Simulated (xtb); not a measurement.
Cl₅OSi₂ (SMILES Cl[Si](Cl)O[Si](Cl)(Cl)Cl), doublet, geometry from GFN2-xTB; GFN2-xTB (xtb).

The xtb input:
```
$ xtb mol.xyz --gfn 2 --uhf 1 --ohess --json

# file mol.xyz
8

Cl     2.33479091    -1.71099388    -0.65737346
Si     1.96416604     0.09563765     0.13919861
Cl     2.26536782     1.60419462    -1.15215974
O      0.39041391     0.13132362     0.56182526
Si    -1.21793879     0.02038872     0.40908795
Cl    -1.96521701     1.13640431     1.88664262
Cl    -1.69938760    -1.91143167     0.60001890
Cl    -1.73381843     0.72447616    -1.39304682
```

Predict the main parts of the log of this xtb run.


```
   ID    Z sym.   atoms
    1   17 Cl     1, 3, 6-8
    2   14 Si     2, 5
    3    8 O      4

           -------------------------------------------------
          |                Calculation Setup                |
           -------------------------------------------------

           -------------------------------------------------
          |                 G F N 2 - x T B                 |
           -------------------------------------------------

          ...................................................
          :                      SETUP                      :
          :.................................................:
          :  # basis functions                  74          :
          :  # atomic orbitals                  67          :
          :  # shells                           23          :
          :  # electrons                        49          :
          :  max. iterations                   250          :
          :  Hamiltonian                  GFN2-xTB          :
          :  restarted?                      false          :
          :  GBSA solvation                  false          :
          :  PC potential                    false          :
          :  electronic temp.          300.0000000     K    :
          :  accuracy                    1.0000000          :
          :  -> integral cutoff          0.2500000E+02      :
          :  -> integral neglect         0.1000000E-07      :
          :  -> SCF convergence          0.1000000E-05 Eh   :
          :  -> wf. convergence          0.1000000E-03 e    :
          :  Broyden damping             0.4000000          :
          :  net charge                          0          :
          :  unpaired electrons                  1          :
          ...................................................

 iter      E             dE          RMSdq      gap      omega  full diag
   1    -30.4816971 -0.304817E+02  0.782E+00    3.96       0.0  T
   2    -30.5700695 -0.883724E-01  0.572E+00    3.46       1.0  T
   3    -30.5837121 -0.136427E-01  0.285E+00    3.90       1.0  T
   4    -30.5776185  0.609362E-02  0.188E+00    3.48       1.0  T
   5    -30.5978599 -0.202414E-01  0.731E-01    3.77       1.0  T
   6    -30.5976282  0.231683E-03  0.259E-01    3.82       1.0  T
   7    -30.5978113 -0.183086E-03  0.245E-01    3.79       1.0  T
   8    -30.5977559  0.554283E-04  0.210E-01    3.81       1.0  T
   9    -30.5980400 -0.284160E-03  0.209E-02    3.80       1.7  T
  10    -30.5980396  0.373083E-06  0.200E-02    3.80       1.8  T
  11    -30.5980403 -0.637940E-06  0.165E-02    3.80       2.1  T
  12    -30.5980413 -0.105190E-05  0.930E-03    3.80       3.8  T
  13    -30.5980419 -0.539535E-06  0.165E-03    3.80      21.4  T
  14    -30.5980419 -0.204707E-10  0.126E-03    3.80      28.0  T
  15    -30.5980419 -0.727327E-08  0.543E-04    3.80      65.1  T
  16    -30.5980419 -0.962110E-09  0.353E-04    3.80     100.1  T

   *** convergence criteria satisfied after 16 iterations ***

         :::::::::::::::::::::::::::::::::::::::::::::::::::::
         ::                     SUMMARY                     ::
         :::::::::::::::::::::::::::::::::::::::::::::::::::::
         :: total energy             -30.532478020329 Eh    ::
         :: gradient norm              0.000030411708 Eh/a0 ::
         :: HOMO-LUMO gap              3.799319905178 eV    ::
         ::.................................................::
         :: SCC energy               -30.598004639455 Eh    ::
         :: -> isotropic ES            0.063760168252 Eh    ::
         :: -> anisotropic ES         -0.004198105447 Eh    ::
         :: -> anisotropic XC         -0.003395529879 Eh    ::
         :: -> dispersion             -0.014157690611 Eh    ::
         :: repulsion energy           0.065526619126 Eh    ::
         :: add. restraining           0.000000000000 Eh    ::
         :: total charge               0.000000000000 e     ::
         :::::::::::::::::::::::::::::::::::::::::::::::::::::

      -----------------------------------------------------------
     |                   =====================                   |
     |                        A N C O P T                        |
     |                   =====================                   |
     |               Approximate Normal Coordinate               |
     |                Rational Function Optimizer                |
      -----------------------------------------------------------
      -----------------------------------------------------------
     |                   =====================                   |
     |                        A N C O P T                        |
     |                   =====================                   |
     |               Approximate Normal Coordinate               |
     |                Rational Function Optimizer                |
      -----------------------------------------------------------

          ...................................................
          :                      SETUP                      :
          :.................................................:
          :   optimization level            normal          :
          :   max. optcycles                   200          :
          :   ANC micro-cycles                  20          :
          :   degrees of freedom                18          :
          :.................................................:
          :   RF solver                   davidson          :
          :   write xtbopt.log                true          :
          :   linear?                        false          :
          :   energy convergence         0.5000000E-05 Eh   :
          :   grad. convergence          0.1000000E-02 Eh/α :
          :   maxmium RF displ.          1.0000000          :
          :   Hlow (freq-cutoff)         0.1000000E-01      :
          :   Hmax (freq-cutoff)         5.0000000          :
[...]
 * total energy  :   -30.5324780 Eh     change       -0.8814744E-09 Eh
   *** GEOMETRY OPTIMIZATION CONVERGED AFTER 1 ITERATIONS ***
         :: total energy             -30.532478021223 Eh    ::
[...]
molecular quadrupole (traceless):
                xx          xy          yy          xz          yz          zz
 q only:        4.648       0.813      -3.504       3.566       0.438      -1.144
  q+dip:        0.430       0.420      -1.311       2.709       0.195       0.882
   full:        1.863       0.386      -2.017       1.993       0.145       0.154

           -------------------------------------------------
          |               Frequency Printout                |
           -------------------------------------------------
 projected vibrational frequencies (cm⁻¹)
eigval :       -0.00    -0.00    -0.00     0.00     0.00     0.00
eigval :       -4.16    24.32    37.62    99.68   105.76   131.89
eigval :      151.39   166.42   193.96   255.44   272.28   387.46
eigval :      444.34   532.22   549.10   558.23   622.10  1018.85
 reduced masses (amu)
   1: 33.77   2: 33.21   3: 32.73   4: 33.95   5: 34.07   6: 33.92   7: 35.05   8: 33.07
   9: 32.40  10: 35.34  11: 34.72  12: 32.69  13: 32.95  14: 32.35  15: 30.51  16: 21.15
  17: 22.94  18: 33.49  19: 32.09  20: 30.65  21: 30.57  22: 30.55  23: 27.73  24: 18.40
 IR intensities (km·mol⁻¹)
   1:  0.03   2:  0.00   3:  0.02   4:  0.01   5:  0.03   6:  0.00   7:  0.00   8:  0.05
   9:  0.04  10:  0.57  11:  0.94  12:  6.66  13:  1.96  14: 11.08  15: 25.09  16: 64.12
  17: 45.61  18:  3.77  19: 28.97  20: 20.63  21:100.58  22: 94.86  23: 17.26  24:857.17
 Raman intensities (Ä⁴*amu⁻¹)
   1:  0.00   2:  0.00   3:  0.00   4:  0.00   5:  0.00   6:  0.00   7:  0.00   8:  0.00
   9:  0.00  10:  0.00  11:  0.00  12:  0.00  13:  0.00  14:  0.00  15:  0.00  16:  0.00
  17:  0.00  18:  0.00  19:  0.00  20:  0.00  21:  0.00  22:  0.00  23:  0.00  24:  0.00
 output can be read by thermo (or use thermo option).
 writing <g98.out> molden fake output.
 recommended (thermochemical) frequency scaling factor: 1.0
           -------------------------------------------------
          |             Thermodynamic Functions             |
           -------------------------------------------------

c1  symmetry found (for desy threshold:  0.10E+00) used in thermo
 inverting freq            1   4.1583386360927310

          ...................................................
          :                      SETUP                      :
          :.................................................:
          :  # frequencies                          18      :
          :  # imaginary freq.                       0      :
          :  linear?                             false      :
          :  only rotor calc.                    false      :
          :  symmetry                               c1      :
          :  rotational number                       1      :
          :  scaling factor                  1.0000000      :
          :  rotor cutoff                   50.0000000 cm⁻¹ :
          :  imag. cutoff                  -20.0000000 cm⁻¹ :
          :.................................................:

    mode    ω/cm⁻¹     T·S(HO)/kcal·mol⁻¹    T·S(FR)/kcal·mol⁻¹   T·S(vib)
   ------------------------------------------------------------------------
       1      4.16    -2.90833 (  0.00%)    -1.79211 (100.00%)    -1.79217
       2     24.32    -1.86229 (  5.30%)    -1.26989 ( 94.70%)    -1.30128
       3     37.62    -1.60420 ( 24.27%)    -1.14068 ( 75.73%)    -1.25320
       4     99.68    -1.03179 ( 94.05%)    -0.85212 (  5.95%)    -1.02109
       5    105.76    -0.99738 ( 95.24%)    -0.83457 (  4.76%)    -0.98964
       6    131.89    -0.87007 ( 97.98%)    -0.76917 (  2.02%)    -0.86803
       7    151.39    -0.79150 ( 98.82%)    -0.72833 (  1.18%)    -0.79075
       8    166.42    -0.73808 ( 99.19%)    -0.70029 (  0.81%)    -0.73777
       9    193.96    -0.65283 ( 99.56%)    -0.65493 (  0.44%)    -0.65284
      10    255.44    -0.50469 ( 99.85%)    -0.57337 (  0.15%)    -0.50479
      11    272.28    -0.47157 ( 99.89%)    -0.55445 (  0.11%)    -0.47167
   ------------------------------------------------------------------------

   temp. (K)  partition function   enthalpy   heat capacity  entropy
                                   cal/mol     cal/K/mol   cal/K/mol   J/K/mol
 298.15  VIB  0.750E+06             5603.900     25.711     38.806
         ROT  0.231E+07              888.752      2.981     32.099
         INT  0.173E+13             6492.652     28.691     70.905
         TR   0.381E+28             1481.254      4.968     42.423
         TOT                        7973.9064    33.6596   113.3280   474.1642

       T/K    H(0)-H(T)+PV         H(T)/Eh          T*S/Eh         G(T)/Eh
   ------------------------------------------------------------------------
    298.15    0.127072E-01    0.253630E-01    0.538458E-01   -0.284828E-01
   ------------------------------------------------------------------------

         :::::::::::::::::::::::::::::::::::::::::::::::::::::
         ::                  THERMODYNAMIC                  ::
         :::::::::::::::::::::::::::::::::::::::::::::::::::::
         :: total free energy         -30.560960820884 Eh   ::
         ::.................................................::
         :: total energy              -30.532478021233 Eh   ::
         :: zero point energy           0.012655744633 Eh   ::
         :: G(RRHO) w/o ZPVE           -0.041138544284 Eh   ::
         :: G(RRHO) contrib.           -0.028482799651 Eh   ::
         :::::::::::::::::::::::::::::::::::::::::::::::::::::

optimized geometry written to: xtbopt.xyz

           -------------------------------------------------
          | TOTAL ENERGY              -30.532478021233 Eh   |
          | TOTAL ENTHALPY            -30.507115047923 Eh   |
          | TOTAL FREE ENERGY         -30.560960820884 Eh   |
          | GRADIENT NORM               0.000030633953 Eh/α |
          | HOMO-LUMO GAP               3.799352667815 eV   |
           -------------------------------------------------

normal termination of xtb
```
